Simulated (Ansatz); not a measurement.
Species: CH₃N (charge 0, singlet). SMILES: C=N
Structure (B3LYP-D3(BJ)/def2-TZVP (Ansatz, a quantum-chemistry and plane-wave program) minimum search):
```xyz
5

C     -0.5561     0.1803     0.0310
N      0.6007    -0.3213    -0.0448
H     -1.4210    -0.4825    -0.0049
H     -0.7700     1.2493     0.1322
H      1.3223     0.4006     0.0002
```
Charge 0, spin multiplicity 1.

Wanted: enthalpy of formation at 298 K, in kcal/mol. Conventions: UHF or UKS for open shells; LANL2DZ all-electron up to Ne; no spin-orbit coupling; valence correlation only; 6-31G* and kin with 6d, 5d where marked; non-relativistic; 6-311+G** with 5d. CBS marks a two-point X^-3 extrapolation of the correlation energy; Hartree-Fock from the larger set. First-principles rows: single points at B3LYP-D3(BJ) geometries (Ansatz), with unscaled harmonic terms from B3LYP/6-31G* at its own minima, enthalpies of formation by atomisation with measured atoms.

Measured values: Active Thermochemical Tables 1.112 (ions: stationary electron), as tabulated in the package chemicals; they hold spin-orbit and core effects, anharmonicity. 

Value to compare with, the measured value: 21.2 kcal/mol.

```tsv
level	program	enthalpy of formation at 298 K (kcal/mol)	error
HF/STO-3G	Ansatz	143.8	122.6
HF/3-21G	Ansatz	197.8	176.6
HF/LANL2DZ	Ansatz	198.1	176.9
HF/6-31G*	Ansatz	167.7	146.5
HF/6-311+G**	Ansatz	165.0	143.8
CCSD(T)/CBS(def2-TZVPPD,def2-QZVPPD)	Ansatz	22.9	1.7
```

5 of the 5 habitual levels lie above the measured value; their mean absolute error is 153.3 kcal/mol, the median 146.5.

The sets are all those run for this method; runs whose electronic state is in doubt are left out.
